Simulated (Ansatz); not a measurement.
Two isomers of CH9BGeSi: A = `[BH2][GeH2][SiH2]C`, B = `B[CH2][GeH2][SiH3]`.

Gas-phase electronic energies from Ansatz, PBE0-D4/def2-TZVP geometries. CCSD(T)/CBS is the MP2 limit (def2-TZVPP, def2-QZVPP) plus CCSD(T) − MP2 in def2-TZVPP, frozen cores. DFT in def2-TZVPP. B3LYP here is the variant with VWN-RPA as its local correlation; programs differ in this. For Ge outer-core shells are correlated without core-valence functions, which leaves a few kJ/mol of doubt a bond. Scalar relativity is left out up to krypton. Each species was taken in one conformer, which may not be the lowest.

A:

```xyz
13

B    -0.2165   -1.8500    1.5005
Ge   -0.6258   -1.4017   -0.4445
Si   -0.5594    0.9909   -0.5962
C     1.1583    1.6459   -0.2262
H     0.9139   -1.9226    1.8828
H    -1.0956   -1.9530    2.3029
H     0.4278   -1.9356   -1.4358
H    -2.0143   -1.8673   -0.9204
H    -1.5480    1.5649    0.3592
H    -0.9802    1.3849   -1.9700
H     1.4633    1.3897    0.7908
H     1.8902    1.2205   -0.9161
H     1.1862    2.7334   -0.3269
```

B:

Z-matrix (Å, degrees):
```
Ge
C 1 2.022
B 1 2.585 2 35.9
Si 1 2.391 2 115.2 3 -25.3
H 1 1.537 2 107.8 3 98.1
H 1 1.539 2 106.1 3 -144.8
H 2 1.089 1 105.4 3 120.7
H 2 1.089 1 104.3 3 -121.0
H 3 1.200 1 108.3 2 -114.7
H 3 1.200 1 104.3 2 118.0
H 4 1.488 1 107.7 2 180.0
H 4 1.484 1 111.7 2 60.4
H 4 1.485 1 110.0 2 -61.6
```

Which is lower in electronic energy at CCSD(T)/CBS, and by how much? (Estimate.)

Computed: B, by 16.2 kJ/mol.

Give E(B) − E(A) in kJ/mol with MP2/def2-TZVPP, B3LYP, PBE0-D4, HF/def2-TZVPP, PBE-D4, B2PLYP, CCSD(T)/def2-TZVPP. (An estimate is asked.)

Computed: MP2/def2-TZVPP -23.4, B3LYP -11.6, PBE0-D4 -16.6, HF/def2-TZVPP -7.2, PBE-D4 -16.6, B2PLYP -15.7, CCSD(T)/def2-TZVPP -19.1. None reverses the order clearly.

Largest T1 diagnostic: 0.012.

The D4 term adds −3.7 kJ/mol with B3LYP and −1.7 kJ/mol with PBE0; it sums over pairs of atoms, weighted by their polarisabilities, and B3LYP, whose exchange is more repulsive, gets the larger term. In def2-TZVPP, CCSD(T) changes the Hartree–Fock value by −11.9 kJ/mol (the triples alone add −2.8 kJ/mol) and MP2 by −16.3 kJ/mol.
